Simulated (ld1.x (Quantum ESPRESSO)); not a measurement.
# u(r) = r·R(r): atom against pseudo-atom (Sn)

Columns: radius, all-electron u(r) and pseudo u(r) of the 5s shell (level -11.41 eV) of tin in the configuration [Kr] 4d10 5s1 5p3; PBE, scalar-relativistic, TM scheme, ld1.x (Quantum ESPRESSO) 7.5.

```tsv
r (bohr)	all-electron	pseudo
0.125	-0.0696	0.0166
0.250	0.2325	0.0348
0.375	0.0353	0.0561
0.500	-0.2413	0.0827
0.625	-0.3570	0.1165
0.750	-0.3079	0.1599
0.875	-0.1598	0.2147
1.000	0.0255	0.2817
1.125	0.2083	0.3597
1.250	0.3686	0.4446
1.375	0.4983	0.5294
1.500	0.5965	0.6061
1.625	0.6657	0.6676
1.750	0.7098	0.7100
1.875	0.7332	0.7332
2.000	0.7399	0.7399
2.125	0.7336	0.7336
2.250	0.7173	0.7173
2.375	0.6935	0.6935
2.500	0.6644	0.6644
2.625	0.6315	0.6315
2.750	0.5964	0.5964
2.875	0.5601	0.5601
3.000	0.5235	0.5235
3.125	0.4872	0.4872
3.250	0.4517	0.4517
```

(1) How many radial nodes do the two functions have?

(2) At about which radius was the pseudo-wave matched?

(3) Is the pseudo-wave norm-conserving?

## Answers

(1) The all-electron 5s function has n − l − 1 = 4 (the table is too coarse to show those close to the nucleus); the pseudo-wave has 0, since the states of the same l below it are removed with the core.

(2) 2.00 bohr. The columns agree to 0.0005 from 1.75 bohr on; several derivatives are matched, so the curves merge somewhat inside the radius.

(3) Yes: the TM scheme keeps the norm inside the radius equal to the all-electron one, which fixes the energy derivative of the logarithmic derivative at the level.
